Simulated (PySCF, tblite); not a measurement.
Compound: C7H12OSi.
Cartesian coordinates in Å at the GFN2-xTB level; atoms count from 1:
```xyz
21
C7H12OSi angstrom
C     -1.6788    2.1317    1.9143
C     -1.4113    1.3357    1.0533
Si    -0.9722    0.1288   -0.2869
C     -2.4189   -0.0325   -1.5015
C     -0.0254   -1.4296    0.2907
C      1.3148   -0.8319   -0.1951
C      2.2309   -0.4664    0.9719
O      1.5886    0.2540    1.9942
C      0.8020    0.4140   -0.9543
H     -1.9181    2.8228    2.6709
H     -3.2988   -0.4160   -0.9958
H     -2.6746    0.9362   -1.9178
H     -2.1847   -0.7012   -2.3236
H     -0.0230   -1.6372    1.3575
H     -0.2775   -2.3527   -0.2265
H      1.8677   -1.5126   -0.8471
H      2.6062   -1.3756    1.4504
H      3.0960    0.0995    0.5894
H      1.1396    1.0128    1.6040
H      0.9122    0.3039   -2.0312
H      1.3163    1.3332   -0.6763
```

Method: PBE0/pcSseg-1 in PySCF (dipole) on a GFN2-xTB geometry, gas phase.

Masses are those of the commonest isotopes; rigid-rotor values at the optimised geometry. The values belong to one conformer with, in the numbering `[CH:1]#[C:2][Si@:3]1([CH3:4])[CH2:5][C@H:6]([CH2:7][OH:8])[CH2:9]1`, C5–C6–C7–O8 -47°, C6–C7–O8–H -52°, C2–Si3–C5–C6 -101°, Si3–C5–C6–C7 111°, C5–C6–C9–Si3 9°, C2–Si3–C9–C6 105°.

Problem. What are A, B and C (GHz)?

Solution. Ia = 280.13, Ib = 431.51, Ic = 609.33 u·Å²; 505379 MHz·u·Å²/I gives 1804, 1171 and 829.4 MHz, that is A = 1.8041, B = 1.1712, C = 0.8294 GHz.

Problem. Classify the top.

Solution. An asymmetric top; Ray's κ = -0.299.

Problem. What does the inertial defect say?

Solution. Not planar: Δ = Ic − Ia − Ib = -102.31 u·Å². For a rigid frame Δ = −2 Σ m c², so Σ m c² = 51.15 u·Å² lies off the ab plane: 16.72 from hydrogen and 34.44 from heavier atoms. The atom farthest from that plane is 1.96 Å away.

Problem. Where do the levels up to J = 5 lie, in MHz?

Solution. Above 0(0,0):
J = 1: 1(0,1) 2001, 1(1,1) 2633, 1(1,0) 2975
J = 2: 2(0,2) 5896, 2(1,2) 6293, 2(1,1) 7318, 2(2,1) 9217, 2(2,0) 9323
J = 3: 3(0,3) 11529, 3(1,3) 11724, 3(1,2) 13753, 3(2,2) 15219, 3(2,1) 15694, 3(3,1) 19296, 3(3,0) 19318
J = 4: 4(0,4) 18801, 4(1,4) 18881, 4(1,3) 22157, 4(2,3) 23137, 4(2,2) 24339, 4(3,2) 27460, 4(3,1) 27602, 4(4,1) 32951, 4(4,0) 32954
J = 5: 5(0,5) 27701, 5(1,5) 27730, 5(1,4) 32357, 5(2,4) 32907, 5(2,3) 35184, 5(3,3) 37659, 5(3,2) 38159, 5(4,2) 43186, 5(4,1) 43218, 5(5,1) 50207, 5(5,0) 50208
Those of J = 1 are B + C, A + C and A + B.

Problem. Which lines would a microwave search look for?

Solution. The dipole components are |μa| = 1.22 D, |μb| = 1.26 D, |μc| = 0.87 D. The squared components, which scale the intensities, stand as 0.94 : 1.00 : 0.48 (a : b : c). Some lines, for components of 0.1 D or more:

```
type  branch         J(Ka,Kc)   MHz  lower level (cm⁻¹)
   a       Q  1(1,0) ← 1(1,1)   342               0.088
   a       Q  2(1,1) ← 2(1,2)  1025               0.210
   b       Q  2(1,1) ← 2(0,2)  1422               0.197
   b       R  1(1,1) ← 0(0,0)  2633               0.000
   c       R  1(1,0) ← 0(0,0)  2975               0.000
   b       R  2(0,2) ← 1(1,1)  3263               0.088
   a       R  2(1,1) ← 1(1,0)  4343               0.099
   c       R  2(1,1) ← 1(0,1)  5318               0.067
   c       R  2(2,0) ← 1(1,0)  6347               0.099
   c       R  2(2,1) ← 1(1,1)  6583               0.088
   b       R  2(2,0) ← 1(1,1)  6689               0.088
```

Its GFN2-xTB frequencies are all real (lowest 54 cm⁻¹). Constants of a rigid frame at the computed geometry: no zero-point averaging, no centrifugal distortion. A rigid rotor knows nothing of internal rotation, which can split or shift real lines.

The run took 2.3 min on one thread of an Intel Xeon at 2.50 GHz, shared host, and the process peaked at 1.0 GiB of memory. This is the PBE0/pcSseg-1 job that gave the dipole, with the shieldings it also computed.
